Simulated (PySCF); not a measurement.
Species: [In(NCS)4]-, C₄InN₄S₄ (charge -1).
Bonds: In1–N2, In1–N5, In1–N8, In1–N11, N2–C3, C3–S4, N5–C6, C6–S7, N8–C9, C9–S10, N11–C12, C12–S13.

Method used: PySCF, PBE0-D3(BJ)/def2-SVP geometry optimisation, gas phase, def2 core potentials past Kr.

**Question.** List the bond lengths and angles at this level.

**Answer.** 
```json
{"bond": "In1–N2 and 3 like bonds", "length (pm)": "206.9"}
{"bond": "N2–C3 and 3 like bonds", "length (pm)": "118.7"}
{"bond": "C3–S4 and 3 like bonds", "length (pm)": "159.7"}
```

Bonds in one row agree within 1 pm and their mean is given. A selection of angles:
```json
{"angle": "N2–In1–N5", "degrees": "109.4"}
{"angle": "In1–N2–C3", "degrees": "178.8"}
{"angle": "N2–C3–S4", "degrees": "179.8"}
{"angle": "In1–N11–C12", "degrees": "177.8"}
```

All 4 C–S bonds measure 1.596 to 1.597 Å. All 4 C–N bonds measure 1.187 Å. In1 (indium bonded to 4 N) is tetrahedral (angles from 109.1° to 109.9°). All 4 In–N bonds measure 2.068 to 2.070 Å.

Point group: near Td, missed by 0.16 Å at most; the miss may be what the optimiser left on a soft mode (C2v holds within 0.08 Å). No PBE0-D3(BJ)/def2-SVP frequencies stand behind this structure, so it isn't proved a minimum.
